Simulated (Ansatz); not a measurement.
Geometry optimisation, RHF/def2-SVP in Ansatz.

Input file:

```yaml
crystal:
  periodic: [false, false, false]
  atoms:
    - { symbol: B, position_ang: [0.051246, -0.348417, -0.101896] }
    - { symbol: H, position_ang: [0.078286, -0.382825, 1.089399] }
    - { symbol: Cl, position_ang: [1.603187, -0.367883, -0.948465] }
    - { symbol: O, position_ang: [-1.069482, -0.365431, -0.81241] }
    - { symbol: H, position_ang: [-1.868585, -0.338292, -0.308746] }
    - { symbol: Cl, position_ang: [0.061603, 2.464546, 1.131957] }
    - { symbol: H, position_ang: [0.460346, 1.343303, 1.698361] }
basis:
  gaussian: { orbitals: def2-SVP }
hamiltonian:
  xc: hf
relax:
  f_tol: 0.03
  max_steps: 50
```

Run as:

```bash
$ ansatz run input.yaml --threads 1 --pin off --max-ram 2048MiB --backend cpu --events-out ev --progress --plain --runs-dir out
```

Task: Where does it end, and by what steps?

Result: The run converged. The force dipped under the threshold on the way, but the program's further checks kept it going. After 23 steps the energy has fallen by 0.279 eV; H7 moved furthest, 1.16 Å.

```tsv
step	energy less start (eV)	largest force component (eV/Å)	accepted
0	0.0000	1.518	yes
1	-0.1371	0.610	yes
2	-0.1859	0.656	yes
3	-0.2133	0.245	yes
4	-0.2220	0.150	yes
5	-0.2258	0.102	yes
6	-0.1940	1.225	no
7	-0.2285	0.048	yes
8	-0.2313	0.201	yes
9	-0.2205	0.763	no
10	-0.2345	0.119	yes
11	-0.2370	0.162	yes
12	-0.2434	0.062	yes
13	-0.2356	0.985	no
14	-0.2465	0.275	yes
15	-0.2513	0.309	yes
16	-0.2588	0.358	yes
17	-0.2535	0.958	no
18	-0.2638	0.274	yes
19	-0.2727	0.094	yes
20	-0.2777	0.018	yes
21	-0.2369	1.061	no
22	-0.2784	0.034	yes
23	-0.2787	0.029	yes
```

```xyz
7
Properties=species:S:1:pos:R:3
B -0.088 -0.600 -0.087
H -0.278 -1.170 0.943
Cl 1.579 -0.129 -0.497
O -1.049 -0.306 -0.955
H -1.918 -0.563 -0.687
Cl 0.037 2.575 1.864
H 1.033 2.198 1.165
```

Run time: 30 s on 1 thread of Arm Neoverse V2, with other jobs on the host, peak memory 0.14 GiB.
